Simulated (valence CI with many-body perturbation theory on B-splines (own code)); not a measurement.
## Hyperfine factors and g values of S

Computed by configuration interaction combined with many-body perturbation theory (CI+MBPT): six valence electrons over a frozen Dirac-Fock core [Ne], a basis of 9 s, 9 p, 8 d, 6 f, 3 g, 1 h functions for each j, with the one-electron correlation potential Σ1 (screened to all orders), the two-electron term Σ2, the three-electron term Σ3, Breit, model QED; selected single and double excitations, second order for the rest, scaled by the run's own slope (own B-spline code, finite nucleus).

Set against measurement, 29 paired levels are off by 270 cm⁻¹ on average, the worst by 480. Among the levels kept, up to 3200 cm⁻¹ of a level comes from second order outside the variational space, and about a tenth of that is noise between levels of different J, which matters for small intervals.

A/g_I is the dipole constant over the nuclear g factor μ/I (μ in nuclear magnetons, uniformly magnetised nucleus), B/Q the quadrupole constant per barn. Both hold the static response of the core; the bare values leave it out. Large factors of s and p1/2 electrons are usually good to 5 to 10 %; those of open d and f shells near neutrality can be off by tens of per cent, and small factors of p3/2, d and f electrons come from cancelling terms and can be off by a factor of two or in sign, in half-filled shells by more. B is blank for J = 1/2, where it vanishes, and for nearly pure S terms. Energies count from the lowest level. Levels with J = 0 are left out.

Names give the largest LS component (configuration and term), which can be under half, so a name can repeat, a term be missing and a line seem to break the LS rules; names also repeat where a configuration has a term twice.

```tsv
Level	E (cm⁻¹)	g	A/g_I (MHz)	A/g_I bare	B/Q (MHz/b)	B/Q bare
3s2.3p4 3P_2	0.0	1.501	286	259	443	389
3s2.3p4 3P_1	348	1.501	-1.17	3.80	-219	-192
3s2.3p4 1D_2	9345	1.000	475	428	-920	-809
3s2.3p3.4s 5S°_2	52205	2.002	203	188		
3s2.3p3.4s 3S°_1	54928	2.002	-35.0	-23.6		
3s2.3p3.4p 5P_3	62997	1.668	36.4	36.4	29.4	26.0
3s2.3p3.4p 5P_1	63050	2.503	49.0	52.2	2.91	2.57
3s2.3p3.4p 5P_2	63072	1.835	48.6	48.1	-30.9	-27.4
3s2.3p3.4p 3P_1	64514	1.501	65.4	62.8	-18.8	-16.6
3s2.3p3.4p 3P_2	64527	1.501	48.2	47.4	38.6	34.1
3s2.3p3.3d 5D°_4	67531	1.501	14.6	16.3	1.45	-0.0743
3s2.3p3.4s 3D°_1	67617	0.534	221	202	29.7	26.3
3s2.3p3.4s 3D°_2	67618	1.171	357	324	65.2	57.6
3s2.3p3.4s 3D°_3	67636	1.345	499	451	-16.9	-14.7
3s2.3p3.3d 5D°_1	67659	1.467	26.2	27.1	0.545	0.926
3s2.3p3.3d 5D°_3	67690	1.490	48.1	46.4	-0.730	-0.932
3s2.3p3.3d 5D°_2	67699	1.497	20.7	22.1	0.537	0.753
3s2.3p3.4s 1D°_2	69027	1.001	537	484	-24.6	-21.5
3s2.3p3.3d 3D°_1	69851	0.499	10.8	5.85	6.01	5.17
3s2.3p3.3d 3D°_2	69886	1.167	33.2	31.4	8.46	7.28
3s2.3p3.3d 3D°_3	69896	1.334	28.9	28.9	13.2	11.2
3s2.3p3.5s 5S°_2	70429	2.002	73.1	71.1		
3s2.3p3.5s 3S°_1	71013	2.002	30.0	35.4		
3s.3p5 3P°_2	71942	1.501	1210	1090	-360	-316
3s.3p5 3P°_1	72362	1.501	1400	1260	182	160
```

Q: Take the isotope of mass number 33, with I = 3/2, μ = 0.64325 μN and Q = -0.0694 b. What is the hyperfine structure of 3s2.3p4 1D_2?

A: From the table A = 204 MHz, B = 63.9 MHz. Shifts from the centre of gravity in MHz: F = 1/2: -862, F = 3/2: -612, F = 5/2: -142, F = 7/2: 628.
